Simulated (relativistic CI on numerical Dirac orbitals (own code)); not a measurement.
Si V: sensitivity of the levels to the model

Base calculation: Dirac-Coulomb-Breit CI, separate exchange-only KLI orbitals for each configuration, QED by a radiative potential, valence Slater integrals scaled by 0.85, P86 correlation energy added to each configuration.

Configurations in the expansion (outside the closed core 1s2): 2s2 2p6, 2s2 2p5 3s, 2s2 2p5 3p, 2s2 2p5 3d, 2s2 2p5 4s, 2s2 2p5 4p, 2s2 2p5 4d, 2s2 2p5 4f, 2s 2p6 3s, 2s2 2p5 5s, 2s2 2p5 5p, 2s2 2p5 5d, 2s2 2p5 5f, 2s2 2p5 5g, 2s2 2p4 3s2, 2s 2p6 3p, 2s2 2p4 3s 3p, 2s 2p6 3d, 2s2 2p4 3p2, 2s2 2p4 3s 3d, 2s2 2p4 3p 3d, 2s 2p6 4s, 2s 2p6 4p, 2s 2p6 4d, 2s 2p6 4f. Levels of other configurations are missing.

Variants: (1) valence Slater integrals scaled by 0.75; (2) self-excluded LDA correlation estimate; (3) Breit term removed. Shifts of the energy above 2s2 2p6 1S_0, in cm⁻¹, for the lowest level and the first level of each name with at least 55 % of one term (blank where a level changes its place among those of its configuration and J or its character, or is not in the variant):

```csv
Level,Base,Δ(1),Δ(2),Δ(3),Measured
2s2 2p6 1S_0,0,0,0,0,0
2s2 2p5 3s 3P°_2,837132,+318,+2937,+240,838017
2s2 2p5 3s 3P°_1,839614,+201,+2937,+325,840590
2s2 2p5 3s 3P°_0,842148,+319,+2937,+506,843071
2s2 2p5 3s 1P°_1,846956,-468,+2939,+430,848511
2s2 2p5 3p 3S_1,907794,+1766,+3377,+302,906252
2s2 2p5 3p 3D_3,917571,+358,+3383,+266,917928
2s2 2p5 3p 3D_2,918483,+248,+3383,+265,918959
2s2 2p5 3p 3D_1,920370,+199,+3383,+329,920864
2s2 2p5 3p 1P_1,924925,-232,+3384,+400,
2s2 2p5 3p 3P_0,926439,-424,+3384,+385,
2s2 2p5 3p 3P_1,927154,-358,+3384,+454,928405
2s2 2p5 3p 1S_0,962784,-5605,+3532,+337,962950
2s2 2p5 3d 3P°_0,1017127,+639,+3762,+261,1017629
2s2 2p5 3d 3P°_1,1017716,+614,+3762,+302,1018236
2s2 2p5 3d 3P°_2,1018969,+557,+3762,+361,1019537
2s2 2p5 3d 3F°_4,1020607,+166,+3763,+306,1021384
2s2 2p5 3d 3F°_3,1021580,+75,+3763,+317,1022351
2s2 2p5 3d 3F°_2,1023335,-13,+3763,+358,1024240
2s2 2p5 3d 1F°_3,1024548,-258,+3764,+325,1025526
2s2 2p5 3d 3D°_1,1028009,-544,+3766,+371,1029407
2s2 2p5 3d 3D°_3,1028616,-293,+3764,+532,1029875
```

At this charge configurations can still be misplaced by up to about 7 % of their energy. 28 of the 41 excited levels that our extract of the measured tables holds in this range could be paired (the sources list more); they are missed by 1127 cm⁻¹ on average and 2194 at most, and levels without a partner can miss by more.

Measured levels: NIST levels in Kelleher and Podobedova, J. Phys. Chem. Ref. Data 37, 1285 (2008); Martin and Zalubas, J. Phys. Chem. Ref. Data 12, 323 (1983).

Ionisation energy from the two ground configurations alone: base 166.587 eV; self-excluded LDA correlation estimate 167.393 eV; Breit term removed 166.624 eV. The NIST ASD value (measured) is 166.767 eV.

LS names give the leading component of a level, which can be under half, so a name can repeat, a term be missing and a line seem to break the LS rules.
